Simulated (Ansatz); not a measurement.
Consider the formal exchange of groups at a B–N bond: `CCBNC` + `BCC(C)O` → `BCBCC` + `CNC(C)O`.

Computed with Ansatz on PBE0-D4/def2-TZVP structures; ΔE is electronic, products minus reactants. CBS: MP2 limit from def2 TZ/QZ plus the TZ coupled-cluster correction, frozen cores. Functionals use def2-TZVPP. B3LYP here is the variant with VWN-RPA as its local correlation; programs differ in this. Each species was taken in one conformer, which may not be the lowest.

`CCBNC`:

Cartesian coordinates in Å:
```
C -0.103 -0.513 2.024
C 1.073 -0.059 1.169
B 0.779 0.244 -0.347
N -0.492 0.115 -0.890
C -0.883 0.364 -2.257
H -0.541 -1.441 1.643
H 0.188 -0.699 3.061
H -0.898 0.240 2.045
H 1.877 -0.806 1.209
H 1.530 0.840 1.604
H 1.660 0.601 -1.086
H -1.251 -0.183 -0.295
H -0.007 0.674 -2.826
H -1.297 -0.533 -2.729
H -1.634 1.158 -2.325
```

`BCC(C)O`:

Cartesian coordinates in Å:
```
B -1.898 1.040 0.322
C -0.875 -0.123 0.443
C 0.490 0.155 -0.153
C 1.480 -0.975 0.051
O 0.256 0.387 -1.537
H -3.075 0.832 0.395
H -1.520 2.174 0.234
H -1.268 -1.072 0.061
H -0.776 -0.275 1.533
H 0.889 1.072 0.308
H 1.096 -1.898 -0.391
H 1.661 -1.148 1.114
H 2.443 -0.746 -0.416
H 1.097 0.575 -1.963
```

`BCBCC`:

Z-matrix (Å, degrees):
```
C
B 1 1.566
B 1 1.545 2 108.2
H 1 1.091 2 113.1 3 128.3
H 1 1.103 2 102.4 3 -111.3
C 2 1.559 1 122.0 3 -119.2
H 2 1.203 1 118.1 3 63.0
H 3 1.198 1 121.4 2 110.2
H 3 1.198 1 120.1 2 -67.7
C 6 1.523 2 117.3 1 164.8
H 6 1.105 2 103.4 1 -74.3
H 6 1.097 2 110.4 1 35.7
H 10 1.093 6 111.1 2 54.3
H 10 1.093 6 112.1 2 174.9
H 10 1.093 6 111.1 2 -64.9
```

`CNC(C)O`:

Z-matrix (Å, degrees):
```
C
N 1 1.449
H 1 1.092 2 110.5
H 1 1.091 2 109.1 3 117.7
H 1 1.102 2 113.9 3 -121.6
C 2 1.448 1 115.4 3 72.0
H 2 1.013 1 109.7 3 -167.1
O 6 1.405 2 107.9 1 174.5
C 6 1.515 2 111.5 1 -62.3
H 6 1.103 2 112.1 1 60.2
H 8 0.964 6 106.4 2 54.8
H 9 1.092 6 111.9 2 67.2
H 9 1.094 6 110.0 2 -53.4
H 9 1.091 6 109.1 2 -173.0
```

| level | ΔE (kJ/mol) |
| --- | --- |
| B2PLYP | 131.5 |
| B3LYP | 130.8 |
| HF/def2-TZVPP | 128.7 |
| MP2/def2-TZVPP | 131.4 |
| SCS-MP2/def2-TZVPP | 131.9 |
| CCSD/def2-TZVPP | 130.3 |
| CCSD(T)/def2-TZVPP | 130.0 |
| HF/CBS(def2) | 128.5 |

Task: What does CCSD(T)/CBS give? (Best estimate.)

Result: The calculation gave: +130.3 kJ/mol. The listed levels differ from it by 1.2, 0.5, -1.6, 1.1, 1.6, 0.0, -0.3, -1.8 kJ/mol.

Largest T1 diagnostic among the species: 0.011.
